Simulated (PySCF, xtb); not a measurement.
BFH4O3Si, SMILES OB(O)O[SiH2]F.

xtb with GFN2-xTB at its own geometry gives an orbital gap of 6.60 eV and a dipole moment of 2.25 D.

Geometry: PBE0-D3(BJ)/def2-SVP. This is a generated structure with no PubChem entry under its InChIKey; it may be hypothetical. The values are those of a single conformer.

**Question.** What does PySCF with PBE/def2-TZVP give? (Estimate from the structure and the level; the computed values follow.)

**Answer.** gap 6.99 eV (levels -7.76 and -0.77 eV), dipole 2.23 D.
